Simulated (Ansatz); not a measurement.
Geometry optimisation, RKS PBE-D4/def2-SVP (Ansatz 0.2.0).

input.yaml

```yaml
crystal:
  periodic: [false, false, false]
  atoms:
    - { symbol: Hf, position_ang: [-0.024823, 0.513876, -0.499347] }
    - { symbol: F, position_ang: [0.968741, -0.335299, 2.387978] }
    - { symbol: F, position_ang: [1.564617, -0.480696, -0.853572] }
    - { symbol: Cl, position_ang: [-0.7669, 1.635805, -2.41598] }
    - { symbol: F, position_ang: [-1.486232, -0.35609, 0.366052] }
    - { symbol: Si, position_ang: [0.743946, 2.565788, 0.972669] }
    - { symbol: H, position_ang: [1.707849, 2.140968, 2.081294] }
    - { symbol: H, position_ang: [1.499706, 3.625431, 0.208503] }
    - { symbol: H, position_ang: [-0.394976, 3.243523, 1.695213] }
    - { symbol: H, position_ang: [1.360472, 0.502594, 2.530989] }
basis:
  gaussian: { orbitals: def2-SVP }
hamiltonian:
  xc: pbe
  dispersion: d4
relax:
  f_tol: 0.03
  max_steps: 50
output:
  orbitals: {}
```

Run as:

```bash
$ ansatz run input.yaml --threads 4 --pin off --max-ram 5120MiB --backend cpu --events-out ev --progress --plain --runs-dir out
```

Task: Where does it end, and by what steps?

Result: The run converged. After 11 steps the energy has fallen by 0.415 eV; F2 moved furthest, 0.66 Å. Joined: Hf1–F2 (3.17 → 2.32 Å).

```tsv
step	energy less start (eV)	largest force component (eV/Å)	accepted
0	0.0000	0.822	yes
1	-0.0931	0.622	yes
2	-0.2419	0.492	yes
3	-0.3308	0.352	yes
4	-0.3726	0.294	yes
5	-0.3866	0.211	yes
6	-0.4003	0.108	yes
7	-0.4104	0.065	yes
8	-0.4111	0.177	yes
9	-0.4126	0.095	yes
10	-0.4147	0.037	yes
11	-0.4149	0.023	yes
```

```xyz
10
Properties=species:S:1:pos:R:3
Hf 0.048 0.316 -0.278
F 1.043 -0.148 1.764
F 1.545 -0.649 -0.979
Cl -0.833 1.484 -2.118
F -1.447 -0.604 0.484
Si 0.733 2.663 1.043
H 1.382 2.137 2.369
H 1.837 3.534 0.502
H -0.361 3.547 1.586
H 1.226 0.776 2.101
```

Run time: 26 s on 4 threads of Arm Neoverse V2, on a shared host, peak memory 0.2 GiB.
